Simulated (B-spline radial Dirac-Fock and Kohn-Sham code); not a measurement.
**Relativistic shifts of the levels of Br¹⁰⁺**

System: Br¹⁰⁺, configuration [Ar] 3d7.

Both columns are ΔSCF binding energies of the configuration average from a B-spline atomic structure program: non-relativistic Hartree-Fock with a point nucleus, and Dirac-Fock with a finite nucleus and the Coulomb interaction alone, averaged over the two j levels with weights 2j+1.

```
shell  Hartree-Fock (eV)  Dirac-Fock (eV)  shift (eV)  shift (%)
   1s            13535.5          13764.9     +229.42      +1.69
   2s             1997.9           2050.4      +52.49      +2.63
   2p             1815.4           1828.3      +12.88      +0.71
   3s              482.1            492.3      +10.18      +2.11
   3p              415.6            418.4       +2.85      +0.69
   3d              305.1            303.8       -1.28      -0.42
```

Relativity binds 1s, 2s, 2p, 3s, 3p more strongly, among those listed most of all 2s in relative terms, and 3d more weakly, because the contracted s and p shells screen the nucleus better.

Values without a named source are computed, but for edge energies of neutral atoms, which are taken from tables.
